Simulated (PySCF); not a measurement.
Br₄Si.

```xyz
5

Br     1.2637    -1.2637    -1.2637
Si     0.0000     0.0000     0.0000
Br    -1.2637    -1.2637     1.2637
Br    -1.2637     1.2637    -1.2637
Br     1.2637     1.2637     1.2637
```
Charge 0, spin multiplicity 1.

Coordinates come from a ωB97X-D3(BJ)/def2-SVP optimisation. The isomer is the one that the SMILES or the coordinates give; other isomers of the formula were not compared.

These are KT2/pcSseg-1 (PySCF) values and carry that method's errors. Non-relativistic, no solvent.

Computed absolute GIAO shielding of each atom: isotropic value and principal components (ppm):
```tsv
atom	σ(iso)	σ11	σ22	σ33	span
Br1	1979.5	1661.7	1661.7	2615.2	953.5
Si2	310.0	310.0	310.0	310.0	0.0
Br3	1979.5	1661.7	1661.7	2615.2	953.5
Br4	1979.5	1661.7	1661.7	2615.2	953.5
Br5	1979.5	1661.7	1661.7	2615.2	953.5
```
